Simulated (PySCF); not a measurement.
H₇O₇Si₂ (SMILES O[Si](O)(O)[OH+][Si](O)(O)O), charge +1, singlet, geometry from GFN2-xTB; B3LYP/STO-3G (PySCF).

Input for PySCF:
```python
from pyscf import gto, scf, dft

mol = gto.Mole()
mol.atom = '''
    O     1.489568    1.614524    0.155186
    Si    1.507012    0.027799    0.349730
    O     1.259549   -0.361340    1.872749
    O     2.591938   -0.869940   -0.404344
    O     0.142242   -0.580651   -0.531351
    Si   -1.501502   -0.050291   -0.370312
    O    -1.529087    1.461630   -0.865880
    O    -2.107809   -1.106336   -1.404134
    O    -1.848910   -0.147645    1.187146
    H     1.765636    2.084047   -0.629914
    H     0.950171    0.235612    2.551215
    H     3.473489   -1.046372   -0.086906
    H     0.313663   -1.280413   -1.171699
    H    -1.553738    2.228224   -0.296573
    H    -2.963048   -1.037314   -1.819863
    H    -2.043241   -0.950830    1.666915
'''
mol.basis = 'sto-3g'
mol.charge = 1
mol.spin = 0
mol.verbose = 4
mol.build()

mf = dft.RKS(mol)
mf.xc = 'b3lyp'
mf.diis = False
mf.max_cycle = 100
mf.kernel()
```

The log (banner, timings and long lists left out):

```
PySCF version 2.14.0

[INPUT] verbose = 4
[INPUT] num. atoms = 16
[INPUT] num. electrons = 90
[INPUT] charge = 1
[INPUT] spin (= nelec alpha-beta = 2S) = 0
[INPUT] symmetry False subgroup None
[INPUT] Mole.unit = angstrom
[INPUT] Symbol           X                Y                Z      unit          X                Y                Z       unit  Magmom
[...]
nuclear repulsion = 766.411962344416
number of shells = 38
number of NR pGTOs = 180
number of NR cGTOs = 60
basis = sto-3g
ecp = {}

******** <class 'pyscf.dft.rks.RKS'> ********
method = RKS
initial guess = minao
damping factor = 0
level_shift factor = 0
DIIS disabled
SCF conv_tol = 1e-09
SCF conv_tol_grad = None
SCF max_cycles = 100
direct_scf = True
direct_scf_tol = 1e-13
XC library pyscf.dft.libxc version 7.1.2
    S. Lehtola, C. Steigemann, M. J. T. Oliveira, and M. A. L. Marques,  SoftwareX 7, 1–5 (2018)
XC functionals = b3lyp
    P. J. Stephens, F. J. Devlin, C. F. Chabalowski, and M. J. Frisch,  J. Phys. Chem. 98, 11623 (1994)
radial grids:
    Treutler-Ahlrichs [JCP 102, 346 (1995); DOI:10.1063/1.469408] (M4) radial grids

becke partition: Becke, JCP 88, 2547 (1988); DOI:10.1063/1.454033
pruning grids: <function nwchem_prune>
grids dens level: 3
symmetrized grids: False
atomic radii adjust function: <function treutler_atomic_radii_adjust>
small_rho_cutoff = 0
Set gradient conv threshold to 3.16228e-05
Initial guess from minao.
tot grids = 205592
init E= -1097.57234506715
[...]
cycle= 1 E= -1095.07751748788  delta_E= 2.49  |g|= 1.24  |ddm|= 5.08
[...]
cycle= 2 E= -1095.2457876359  delta_E= -0.168  |g|= 1.06  |ddm|= 3.35
[...]
cycle= 3 E= -1095.36887547802  delta_E= -0.123  |g|= 0.846  |ddm|=  2.8
[...]
cycle= 4 E= -1095.34048399304  delta_E= 0.0284  |g|= 0.927  |ddm|= 2.62
[...]
cycle= 5 E= -1095.34092325775  delta_E= -0.000439  |g|= 0.919  |ddm|= 2.71
[...]
cycle= 6 E= -1095.16968876249  delta_E= 0.171  |g|= 1.19  |ddm|= 3.13
[...]
cycle= 7 E= -1094.98851200581  delta_E= 0.181  |g|= 1.47  |ddm|= 3.71
[...]
cycle= 8 E= -1094.33202382178  delta_E= 0.656  |g|= 1.99  |ddm|= 4.97
[...]
cycle= 9 E= -1089.94949047001  delta_E= 4.38  |g|= 3.53  |ddm|= 7.95
[...]
cycle= 10 E= -1078.12353451343  delta_E= 11.8  |g|=  5.1  |ddm|= 12.7
[...]
cycle= 11 E= -1056.3168526203  delta_E= 21.8  |g|= 5.98  |ddm|= 17.7
[...]
cycle= 12 E= -1053.01047301918  delta_E= 3.31  |g|= 4.66  |ddm|= 19.6
[...]
cycle= 13 E= -1039.83400851598  delta_E= 13.2  |g|= 5.68  |ddm|= 19.6
[...]
cycle= 14 E= -1052.38427073288  delta_E= -12.6  |g|= 5.32  |ddm|= 20.2
[...]
cycle= 15 E= -1039.11639403601  delta_E= 13.3  |g|= 5.65  |ddm|= 20.2
[...]
cycle= 16 E= -1052.36304378718  delta_E= -13.2  |g|= 5.37  |ddm|= 20.2
[...]
cycle= 17 E= -1039.06977634351  delta_E= 13.3  |g|= 5.65  |ddm|= 20.2
[...]
cycle= 18 E= -1052.36551636334  delta_E= -13.3  |g|= 5.37  |ddm|= 20.2
[...]
cycle= 19 E= -1039.06586032386  delta_E= 13.3  |g|= 5.65  |ddm|= 20.2
[...]
cycle= 20 E= -1052.36571349268  delta_E= -13.3  |g|= 5.37  |ddm|= 20.2
[...]
cycle= 21 E= -1039.06550049482  delta_E= 13.3  |g|= 5.65  |ddm|= 20.2
[...]
cycle= 22 E= -1052.36571793442  delta_E= -13.3  |g|= 5.37  |ddm|= 20.2
[...]
cycle= 23 E= -1039.06546296249  delta_E= 13.3  |g|= 5.65  |ddm|= 20.2
[...]
cycle= 24 E= -1052.36571597281  delta_E= -13.3  |g|= 5.37  |ddm|= 20.2
[...]
cycle= 25 E= -1039.06545830079  delta_E= 13.3  |g|= 5.65  |ddm|= 20.2
[...]
cycle= 26 E= -1052.3657153829  delta_E= -13.3  |g|= 5.37  |ddm|= 20.2
[...]
cycle= 27 E= -1039.0654576155  delta_E= 13.3  |g|= 5.65  |ddm|= 20.2
[...]
cycle= 28 E= -1052.36571525537  delta_E= -13.3  |g|= 5.37  |ddm|= 20.2
[...]
cycle= 29 E= -1039.06545750222  delta_E= 13.3  |g|= 5.65  |ddm|= 20.2
[...]
cycle= 30 E= -1052.36571523023  delta_E= -13.3  |g|= 5.37  |ddm|= 20.2
[...]
cycle= 31 E= -1039.06545748226  delta_E= 13.3  |g|= 5.65  |ddm|= 20.2
[...]
cycle= 32 E= -1052.36571522545  delta_E= -13.3  |g|= 5.37  |ddm|= 20.2
[...]
cycle= 33 E= -1039.06545747863  delta_E= 13.3  |g|= 5.65  |ddm|= 20.2
[...]
[...]
[...]
cycle= 50 E= -1052.36571522434  delta_E= -13.3  |g|= 5.37  |ddm|= 20.2
[...]
cycle= 51 E= -1039.06545747781  delta_E= 13.3  |g|= 5.65  |ddm|= 20.2
[...]
cycle= 52 E= -1052.36571522435  delta_E= -13.3  |g|= 5.37  |ddm|= 20.2
[...]
cycle= 53 E= -1039.06545747781  delta_E= 13.3  |g|= 5.65  |ddm|= 20.2
[...]
cycle= 54 E= -1052.36571522434  delta_E= -13.3  |g|= 5.37  |ddm|= 20.2
[...]
cycle= 55 E= -1039.06545747781  delta_E= 13.3  |g|= 5.65  |ddm|= 20.2
[...]
cycle= 56 E= -1052.36571522435  delta_E= -13.3  |g|= 5.37  |ddm|= 20.2
[...]
cycle= 57 E= -1039.06545747781  delta_E= 13.3  |g|= 5.65  |ddm|= 20.2
[...]
cycle= 58 E= -1052.36571522435  delta_E= -13.3  |g|= 5.37  |ddm|= 20.2
[...]
cycle= 59 E= -1039.06545747781  delta_E= 13.3  |g|= 5.65  |ddm|= 20.2
[...]
cycle= 60 E= -1052.36571522434  delta_E= -13.3  |g|= 5.37  |ddm|= 20.2
[...]
cycle= 61 E= -1039.06545747781  delta_E= 13.3  |g|= 5.65  |ddm|= 20.2
[...]
cycle= 62 E= -1052.36571522434  delta_E= -13.3  |g|= 5.37  |ddm|= 20.2
[...]
cycle= 63 E= -1039.06545747781  delta_E= 13.3  |g|= 5.65  |ddm|= 20.2
[...]
cycle= 64 E= -1052.36571522435  delta_E= -13.3  |g|= 5.37  |ddm|= 20.2
[...]
cycle= 65 E= -1039.06545747781  delta_E= 13.3  |g|= 5.65  |ddm|= 20.2
[...]
cycle= 66 E= -1052.36571522434  delta_E= -13.3  |g|= 5.37  |ddm|= 20.2
[...]
cycle= 67 E= -1039.06545747781  delta_E= 13.3  |g|= 5.65  |ddm|= 20.2
[...]
cycle= 68 E= -1052.36571522434  delta_E= -13.3  |g|= 5.37  |ddm|= 20.2
[...]
cycle= 69 E= -1039.06545747781  delta_E= 13.3  |g|= 5.65  |ddm|= 20.2
[...]
cycle= 70 E= -1052.36571522435  delta_E= -13.3  |g|= 5.37  |ddm|= 20.2
[...]
cycle= 71 E= -1039.06545747781  delta_E= 13.3  |g|= 5.65  |ddm|= 20.2
[...]
cycle= 72 E= -1052.36571522435  delta_E= -13.3  |g|= 5.37  |ddm|= 20.2
[...]
cycle= 73 E= -1039.06545747781  delta_E= 13.3  |g|= 5.65  |ddm|= 20.2
[...]
cycle= 74 E= -1052.36571522435  delta_E= -13.3  |g|= 5.37  |ddm|= 20.2
[...]
cycle= 75 E= -1039.06545747781  delta_E= 13.3  |g|= 5.65  |ddm|= 20.2
[...]
cycle= 76 E= -1052.36571522435  delta_E= -13.3  |g|= 5.37  |ddm|= 20.2
[...]
cycle= 77 E= -1039.06545747781  delta_E= 13.3  |g|= 5.65  |ddm|= 20.2
[...]
cycle= 78 E= -1052.36571522435  delta_E= -13.3  |g|= 5.37  |ddm|= 20.2
[...]
cycle= 79 E= -1039.06545747781  delta_E= 13.3  |g|= 5.65  |ddm|= 20.2
[...]
cycle= 80 E= -1052.36571522434  delta_E= -13.3  |g|= 5.37  |ddm|= 20.2
[...]
cycle= 81 E= -1039.06545747781  delta_E= 13.3  |g|= 5.65  |ddm|= 20.2
[...]
cycle= 82 E= -1052.36571522435  delta_E= -13.3  |g|= 5.37  |ddm|= 20.2
[...]
cycle= 83 E= -1039.06545747781  delta_E= 13.3  |g|= 5.65  |ddm|= 20.2
[...]
cycle= 84 E= -1052.36571522435  delta_E= -13.3  |g|= 5.37  |ddm|= 20.2
[...]
cycle= 85 E= -1039.06545747781  delta_E= 13.3  |g|= 5.65  |ddm|= 20.2
[...]
cycle= 86 E= -1052.36571522435  delta_E= -13.3  |g|= 5.37  |ddm|= 20.2
[...]
cycle= 87 E= -1039.06545747781  delta_E= 13.3  |g|= 5.65  |ddm|= 20.2
[...]
cycle= 88 E= -1052.36571522435  delta_E= -13.3  |g|= 5.37  |ddm|= 20.2
[...]
cycle= 89 E= -1039.06545747781  delta_E= 13.3  |g|= 5.65  |ddm|= 20.2
[...]
cycle= 90 E= -1052.36571522435  delta_E= -13.3  |g|= 5.37  |ddm|= 20.2
[...]
cycle= 91 E= -1039.06545747781  delta_E= 13.3  |g|= 5.65  |ddm|= 20.2
[...]
cycle= 92 E= -1052.36571522434  delta_E= -13.3  |g|= 5.37  |ddm|= 20.2
[...]
cycle= 93 E= -1039.06545747781  delta_E= 13.3  |g|= 5.65  |ddm|= 20.2
[...]
cycle= 94 E= -1052.36571522434  delta_E= -13.3  |g|= 5.37  |ddm|= 20.2
[...]
cycle= 95 E= -1039.06545747781  delta_E= 13.3  |g|= 5.65  |ddm|= 20.2
[...]
cycle= 96 E= -1052.36571522434  delta_E= -13.3  |g|= 5.37  |ddm|= 20.2
[...]
cycle= 97 E= -1039.06545747781  delta_E= 13.3  |g|= 5.65  |ddm|= 20.2
[...]
cycle= 98 E= -1052.36571522434  delta_E= -13.3  |g|= 5.37  |ddm|= 20.2
[...]
cycle= 99 E= -1039.06545747781  delta_E= 13.3  |g|= 5.65  |ddm|= 20.2
[...]
cycle= 100 E= -1052.36571522435  delta_E= -13.3  |g|= 5.37  |ddm|= 20.2
SCF not converged.
SCF energy = -1052.36571522435
```

The run did not converge; its last values are not results.
